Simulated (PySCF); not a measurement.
**From computed data to an observable: oscillator strength and radiative lifetime**

Mg(F)(NH2) (FH₂MgN), SMILES [NH2][Mg][F].

Coordinates come from a TPSSh-D3(BJ)/def2-TZVP optimisation. The values are those of a single conformer.

TDA-ωB97X/def2-TZVPD run with PySCF puts the first singlet state with f over 0.02 at 4.47 eV (vertical), with the transition dipole (-0.838, 0.000, 0.000) in atomic units.

Question: Find the oscillator strength, the wavelength and the radiative lifetime that this transition would have in vacuum if emission retraced absorption.

Answer: 
|μ|² = 0.7022 au, so |μ| = 2.13 D. ΔE = 4.47/27.211 = 0.1643 hartree. f = (2/3) ΔE |μ|² = 0.077 (the program prints 0.077).
λ = 1239.84/4.47 = 277 nm; ν = 36053 cm⁻¹.
Einstein's coefficient A = 0.6670 ν² f s⁻¹ (ν in cm⁻¹) = 6.7e7 s⁻¹, so τ = 1/A = 15 ns. This state is S1. The figure is the radiative limit of this one transition; relaxation, internal conversion, crossing to triplets and a medium change what is measured.
